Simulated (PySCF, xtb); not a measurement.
CH10Si4, SMILES C1[SiH2][SiH2][Si@@H]1[SiH3].

Harmonic wavenumbers (cm⁻¹) from GFN2-xTB (xtb 6.7.1) at its own minimum, in rising order: 29, 36, 88, 135, 286, 306, 342, 361, 410, 427, 430, 446, 476, 489, 505, 582, 596, 615, 655, 701, 711, 783, 809, 817, 830, 835, 967, 1112, 1484, 2067, 2155, 2167, 2188, 2204, 2217, 2222, 2228, 2966, 2989.

### Question
What does PBE-D3(BJ)/def2-SVP (PySCF) give at its own minimum? (An estimate is asked for; the answer gives what the named calculation found.)

### Answer
61, 89, 94, 139, 228, 321, 359, 389, 416, 435, 479, 491, 528, 566, 588, 617, 654, 670, 687, 727, 792, 832, 875, 895, 899, 903, 931, 964, 1321, 2131, 2135, 2139, 2143, 2152, 2157, 2161, 2167, 2994, 3073. Paired by order, the mean absolute difference is 51 cm⁻¹ and the zero-point energies are 56.7 and 57.5 kcal/mol.
